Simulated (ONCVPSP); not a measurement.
# tantalum: one change to an ONCV potential, before and after

- Element: Ta (Z = 73)
- Generator: ONCVPSP 4.0.1
- Type: optimised norm-conserving Vanderbilt (ONCV)
- Functional: Wu-Cohen
- Relativity: scalar-relativistic
- Frozen core: [Kr] 4d10 4f14
- Valence charge: 13
- Reference configuration: 5s2 5p6 5d3 6s0.5 (charge +1.5)
- Partial waves: 5s+6s: rc 1.65 bohr, ncon 3, nbas 7, qcut 8.7 1/bohr, 2 projectors; 5p: rc 1.45 bohr, ncon 3, nbas 7, qcut 6.4 1/bohr, 2 projectors, debl 2.9 Ha; 5d: rc 2.60 bohr, ncon 3, nbas 8, qcut 5.9 1/bohr, 1 projector
- Local potential: polynomial inside 1.35 bohr (lpopt 3, dvloc0 0 Ha)
- Core correction: polynomial model core, fcfact 0.4

All-electron outer shells of the reference configuration (Wu-Cohen, scalar-relativistic, ld1.x):

```tsv
shell	level (eV)	outermost node (bohr)	outermost maximum (bohr)
5s	-84.28	0.54	0.98
5p	-50.69	0.58	1.13
4f	-35.98	–	0.44
6s	-14.95	1.32	2.61
5d	-14.34	0.65	1.56
```

Change: s: qcut 7.5; p: qcut 5.5; d: qcut 5.1.

Cutoffs: the cutoffs (Ha) at which the residual kinetic energy of the hardest occupied pseudo-wave falls to 1 and 0.1 mHa per electron; they do not see the model core or the augmentation charge, which bear on the density cutoff. Errors are all-electron minus pseudo energies relative to the spin-unpolarised reference configuration.

Question: Predict the effect on cutoff, ghosts and configuration errors.

Answer: The potential gets harder (25 Ha and 72 Ha → 26 Ha and 83 Ha); of the 4 tests that both files solve, the error grows in 1 and shrinks in 0 by more than 15 % and 0.3 meV (median size 3.7 → 4.0 meV); neither file shows a bound ghost.

| quantity | base | changed |
| --- | --- | --- |
| cutoff, loose | 25 Ha | 26 Ha |
| cutoff, tight | 72 Ha | 83 Ha |
| loose cutoff by channel | s 25 Ha, p 19 Ha, d 11 Ha | s 20 Ha, p 26 Ha, d 9.8 Ha |
| bound ghosts | none | none |
| GHOST(+) flags under 300 eV | s at 298.0 eV | s at 234.6 eV |
| error for 5s2 5p6 5d3 6s2, meV [ΔE -15.17 eV] | +4.2 | +4.6 |
| error for 5s2 5p6 5d3 6s1, meV [ΔE -6.65 eV] | +1.9 | +1.8 |
| error for 5s2 5p6 5d3 6s0, meV [ΔE 8.31 eV] | -3.2 | -3.5 |
| error for 5s2 5p6 5d2 6s2 6p1, meV [ΔE -12.12 eV] | +12 | +24 |
| s: phases at 1.67 bohr within 0.05 rad from the reference energy up to (Ha; the scan ends near 5) | to the end of the scan | to the end of the scan |
| p: phases at 1.47 bohr within 0.05 rad from the reference energy up to (Ha; the scan ends near 5) | to the end of the scan | 5.0 |
| d: phases at 2.64 bohr within 0.05 rad from the reference energy up to (Ha; the scan ends near 5) | 0.7 | 0.5 |
| rms error of d²Exc/dni dnj with the model core, mHa | 0.21 | 0.41 |
